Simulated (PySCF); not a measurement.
Q: Write a Z-matrix for InChI=1S/CH6FGeN/c2-1-3-4/h1,3-4H2 as optimised with PBE0-D3(BJ)/def2-SVP.

A: 
Z-matrix in Å and degrees, rows numbered from 1:
```
N 
Ge  1  1.8353
C   2  1.9778  1  113.66
F   3  1.3804  2  108.66  1   -56.00
H   1  1.0169  2  114.34  3   -64.39
H   1  1.0172  2  113.44  3    60.32
H   2  1.5411  1  107.65  3   120.78
H   2  1.5380  1  106.88  3  -119.29
H   3  1.1042  2  111.11  1    63.91
H   3  1.1045  2  111.18  1  -176.17
```

N1 (nitrogen bonded to Ge and 2 H) is pyramidal (angles 114.3°, 113.4° and 108.2°, sum 336.0°, 0.35 Å off the plane of its three neighbours). Ge2 (germanium bonded to C, N and 2 H) is distorted tetrahedral (angles from 106.9° to 113.7°).

Computed with PySCF 2.14.0, PBE0-D3(BJ)/def2-SVP geometry optimisation, gas phase.

Point group: C1 (no symmetry element, even within 0.4 Å). No PBE0-D3(BJ)/def2-SVP frequencies stand behind this structure, so it isn't proved a minimum. The numbers are those of one conformer (H–N1–Ge2–C3 -64° and 60°, N1–Ge2–C3–F4 -56°).

The run took 15 s on one thread, Intel Xeon Platinum 8375C at 2.90 GHz (x86_64), on a shared host, and the process peaked at 0.43 GiB of memory. That covers the optimisation of the geometry.
